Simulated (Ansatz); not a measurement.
Geometry optimisation, RKS B3LYP-D4/def2-SVP in Ansatz 0.2.0.

Input:

```yaml
crystal:
  periodic: [false, false, false]
  atoms:
    - { symbol: Ge, position_ang: [0.0, 0.0, 0.0] }
    - { symbol: F, position_ang: [0.0, 0.0, 1.68] }
    - { symbol: O, position_ang: [1.6691, 0.0, -0.5894] }
    - { symbol: H, position_ang: [1.9855, -0.9521, -0.7061] }
    - { symbol: O, position_ang: [-0.8337, 1.4443, -0.5894] }
    - { symbol: H, position_ang: [-1.7915, 1.2136, -0.8118] }
    - { symbol: O, position_ang: [-0.8337, -1.4443, -0.5894] }
    - { symbol: H, position_ang: [-1.2883, -1.91, 0.183] }
basis:
  gaussian: { orbitals: def2-SVP }
hamiltonian:
  xc: b3lyp
  dispersion: d4
relax:
  f_tol: 0.02
  max_steps: 40
output:
  orbitals: {}
```

Launched with:

```bash
$ ansatz run input.yaml --threads 4 --pin off --max-ram 5120MiB --backend cpu --events-out ev --progress --plain --runs-dir out
```

Question: Where does it end, and by what steps?

Answer: It converged. The force dipped under the threshold on the way, but the program's further checks kept it going. After 25 steps the energy has fallen by 0.257 eV; H4 moved furthest, 0.90 Å.

```tsv
step	energy less start (eV)	largest force component (eV/Å)	accepted
0	0.0000	2.441	yes
1	-0.1734	1.171	yes
2	-0.2043	0.164	yes
3	-0.2075	0.054	yes
4	-0.2148	0.241	yes
5	-0.2160	0.206	yes
6	-0.2182	0.010	yes
7	-0.1530	1.615	no
8	-0.2185	0.040	yes
9	-0.2155	0.508	no
10	-0.2193	0.032	yes
11	-0.2195	0.206	yes
12	-0.2209	0.007	yes
13	-0.2211	0.042	yes
14	-0.2210	0.087	no
15	-0.2212	0.004	yes
16	-0.2212	0.114	yes
17	-0.2217	0.084	yes
18	-0.2221	0.104	yes
19	-0.2226	0.088	yes
20	-0.2326	0.222	yes
21	-0.2490	0.265	yes
22	-0.2548	0.031	yes
23	-0.2554	0.117	yes
24	-0.2564	0.056	yes
25	-0.2572	0.019	yes
```

```xyz
8
Properties=species:S:1:pos:R:3
Ge -0.119 -0.159 -0.075
F 0.081 0.019 1.644
O 1.429 -0.649 -0.736
H 2.171 -0.123 -0.408
O -0.646 1.371 -0.744
H -1.590 1.532 -0.610
O -1.341 -1.377 -0.390
H -1.078 -2.263 -0.104
```

Whether the end is a true minimum wasn't checked by a vibrational analysis.

Time of the run: 35 s on 4 threads of Arm Neoverse V2, on a shared host, peak memory 0.24 GiB.
